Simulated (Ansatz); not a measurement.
C2H3O (SMILES [CH]1CO1), doublet, at a GFN2-xTB geometry; CCSD/3-21G in Ansatz (a first-principles code).

Ansatz was given this input:
Ansatz 0.2 input:
```yaml
crystal:
  periodic: [false, false, false]
  atoms:
    - {symbol: C, position_ang: [0.01087352, 0.76232142, -0.35451736]}
    - {symbol: O, position_ang: [0.03604346, 0.06301074, 0.80368470]}
    - {symbol: C, position_ang: [0.04678985, -0.68289431, -0.41305190]}
    - {symbol: H, position_ang: [-0.76746590, 1.46394712, -0.59035908]}
    - {symbol: H, position_ang: [-0.84981573, -1.26718433, -0.59441867]}
    - {symbol: H, position_ang: [0.98295372, -1.17741137, -0.63928419]}
basis:
  gaussian:
    orbitals: 3-21G.json
magnetization: {spin_polarized: true, initial_magnetization: 1}
correlation: {method: ccsd}
```
The basis file holds 3-21G in the JSON format of the Basis Set Exchange.

Write the output that Ansatz gives for this input, abridged.


```
Functional definition: HF
402 factors; integrals over basis functions are off by at most 8.9e-4 eV
mean field evaluation 1: about -4117.1908 eV, gradient 1.4e1 eV
mean field evaluation 2: about -4117.3006 eV, gradient 1.4e1 eV
mean field evaluation 4: about -4118.4787 eV, gradient 2.7e0 eV
mean field evaluation 8: about -4118.5583 eV, gradient 2.2e-1 eV
mean field evaluation 16: about -4118.5596 eV, gradient 2.7e-6 eV
mean field -4118.55959591 eV, -151.3542734898 hartree, gradient 2.7e-6 eV, S^2 0.758952; 0 other end points of the search recorded, 0 dependent functions left out
3 core orbitals not correlated
reference -4118.55959591 eV, -151.3542734898 hartree; 9, 8 occupied and 21, 22 virtual orbitals, 402 factors
second order -7.58217405 eV of doubles, -0.00000000 eV of singles
cycle   1  -7.80889333 eV  change   -2.3e-1 eV  update   8.1e-2
cycle   2  -8.11358086 eV  change   -3.0e-1 eV  update   2.8e-2
cycle   3  -8.20550805 eV  change   -9.2e-2 eV  update   1.8e-2
cycle   4  -8.20519158 eV  change    3.2e-4 eV  update   7.5e-3
cycle   5  -8.20700927 eV  change   -1.8e-3 eV  update   3.5e-3
cycle   6  -8.20666559 eV  change    3.4e-4 eV  update   1.2e-3
cycle   7  -8.20634449 eV  change    3.2e-4 eV  update   3.6e-4
cycle   8  -8.20649700 eV  change   -1.5e-4 eV  update   1.6e-4
cycle   9  -8.20645180 eV  change    4.5e-5 eV  update   5.9e-5
cycle  10  -8.20644639 eV  change    5.4e-6 eV  update   2.0e-5
Total energy: -4126.76604230 eV, -151.6558548319 hartree
```
